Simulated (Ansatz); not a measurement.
## Worked example: C2H5BrMg + C3H7 → C2H5Mg + C3H7Br

Species: C2H5BrMg `C[CH2][Mg][Br]`, singlet; C3H7 (methylethyl) `C[CH]C`, doublet; C2H5Mg `C[CH2][Mg]`, doublet; C3H7Br (2-bromopropane) `CC(C)Br`, singlet. A radical takes Br: the energy is the difference in strength between the Mg–Br bond broken and the C–Br bond made.

Shapes, held fixed at every level: PBE0-D4/def2-TZVP. Programs: Ansatz 0.2.0. The zero-point and thermal change to 298 K, harmonic and unscaled (PBE0-D4/def2-TZVP), is +7.1 kJ/mol.

At CCSD(T)/def2-TZVPP; 1 Eh = 2625.50 kJ/mol:

| species | energy (Eh) |
| --- | --- |
| C2H5BrMg | -2851.664364 |
| C3H7 | -118.247806 |
| C2H5Mg | -278.841500 |
| C3H7Br | -2691.029986 |

Task: Work out ΔH(298 K) of the reaction at this level.

Result: 
1. Products less reactants: (-278.841500) + (-2691.029986) − [(-2851.664364) + (-118.247806)] = 0.040684 Eh = +106.8 kJ/mol.
2. With the thermal change: +106.8 + (+7.1) = +113.9 kJ/mol.

Other levels give +84.3 (SPW92/def2-TZVPP) to +133.4 kJ/mol (r2SCAN-D4/def2-TZVPP). No measured value is set beside it here. Open shells run unrestricted unless RO is named. Relativity is left out for Br unless named. Correlated rows may include outer-core shells of Br, Mg, which these sets cover unevenly.
